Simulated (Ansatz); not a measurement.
Several settings on one geometry of GeAu2⁻ (that of the charge -1 doublet, r2SCAN-D4/def2-TZVPD). Ansatz on 4 threads of AMD EPYC 7B13 on a shared host; times are rough.

```xyz
3

Au   -1.463    0.765   -0.373
Au    0.622   -1.039    1.182
Ge    0.841    0.274   -0.809
```

Totals from different functionals, basis sets or treatments of relativity can't be compared as stabilities.

In the def2 sets Au takes a core potential; there is no spin–orbit coupling. HSE06 is defined as in plane-wave codes, on full-range PBE exchange. Correlated methods freeze 9 core orbitals; core or outer-core shells of Au, Ge are correlated, in sets that lack core-valence functions.

The spins typed aren't always the lowest for that charge.

(1) Give the basis size and estimate the energy, ⟨S²⟩ and time of these runs.

```json
{"run": "1", "method": "RKS rPW86-PBE-D4/def2-SVP", "charge": "0", "state": "singlet", "further keys": "point_charges: [{charge: 2.00, position_ang: [5.575, 0.056, 0.031]}]; scf: {lower_state_search: full}"}
{"run": "2", "method": "UKS revPBE-D3(BJ)/def2-TZVPD", "charge": "-1", "state": "doublet", "further keys": "scf: {omitted_lower_state_checks: [starts]}"}
{"run": "3", "method": "UKS HSE06, rpa/def2-TZVPP", "charge": "-1", "state": "quartet", "further keys": "scf: {omitted_lower_state_checks: [starts]}"}
```

Results:

(1) 
```
run  functions  energy (Eh)  ⟨S²⟩  wall time
  1         96   -2349.5052     –        6 s
  2        140   -2348.6290  0.75      2.6 s
  3        160   -2346.7578  3.76       15 s
```

The highest occupied level of an anion often lies above zero with these methods, and sets without diffuse functions describe the outer electron poorly.
